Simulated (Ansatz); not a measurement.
C$_{2}$H$_{8}$SiSn, SMILES `[SiH3][SnH]1[CH2][CH2]1`. Total charge 0; spin multiplicity 1. Correlated methods include outer-core shells of Sn, which these sets cover unevenly. Sn takes the def2 core potential.

```
atom   x (Å)   y (Å)   z (Å)
 Si1  -1.118   1.427  -0.829
 Sn2  -1.118  -0.218   1.225
  C3   1.237  -0.958   1.171
  C4   1.098  -0.685  -0.159
  H5  -0.891   0.849  -2.184
  H6  -2.443   2.113  -0.865
  H7  -0.085   2.488  -0.630
  H8  -1.663  -1.623   0.310
  H9   1.729  -0.258   1.836
 H10   1.072  -1.959   1.554
 H11   1.438   0.257  -0.573
 H12   0.744  -1.433  -0.857
```

(1) Give the diagnostics of a CCSD(T)/def2-TZVPP run (frozen core, the Gaussian-basis code of Ansatz). (Best estimate.)

## Answers

(1) The calculation gave: T1 = 0.0160, largest single amplitude 0.043, largest double 0.047, (T) share of the correlation energy 3.8 %, 11 CCSD cycles. The RHF solution is stable towards an unrestricted one. T1 lies under the customary mark of 0.02 for closed shells.
